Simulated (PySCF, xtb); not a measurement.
CH6GeO, SMILES C[O][GeH3].

xtb with GFN2-xTB at its own geometry gives an orbital gap of 7.66 eV and a dipole moment of 1.28 D.

The structure is a stationary point at ωB97X-D3(BJ)/def2-SVP.

Problem. What does PySCF with PBE0/def2-TZVPD give? (An estimate is asked for; the answer gives what the named calculation found.)

Solution. gap 7.77 eV (levels -7.79 and -0.02 eV), dipole 1.12 D.
